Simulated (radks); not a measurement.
Task: These are the eigenvalues of the occupied orbitals of an atom or ion with whole-number occupations (hartree). Method: non-relativistic Kohn-Sham, TPSS, spin-polarised, spherical densities, point nucleus; meta-GGA in the generalised Kohn-Sham scheme; computed with a radial shooting solver on a logarithmic mesh with Libxc functionals.

orbital  eigenvalue
1s down   -2980.189
1s up     -2980.189
2s down   -504.3461
2s up     -504.3461
2p down   -485.8086
2p up     -485.8086
3s up     -121.6783
3s down   -121.6782
3p up     -112.8532
3p down   -112.8531
3d up     -96.43971
3d down   -96.43967
4s up     -28.10491
4s down   -28.10488
4p up     -24.20305
4p down   -24.20302
4d up     -17.01237
4d down   -17.01234
4f up      -7.26454
4f down    -7.26447
5s up      -5.53371
5s down    -5.53337
5p up      -4.20572
5p down    -4.20522
5d up      -2.02920
5d down    -2.02819
6s up      -1.19305
6s down    -1.19071
7f up      -0.13271

Which element is it, and in what charge state? The configuration may be excited. Open shells, if any, are filled with parallel spins first.

Result: Z = 83, bismuth, charge +2: Bi2+ in [Hg] 7f1. The list shows which subshells hold electrons but not how many an open one holds; the 1s level, -2980.2 hartree, gives Z - s = 77.2 by -(Z - s)^2/2, which with screening narrows Z to a few neighbours, and the depths of the outer levels then fix element, charge and occupations together.
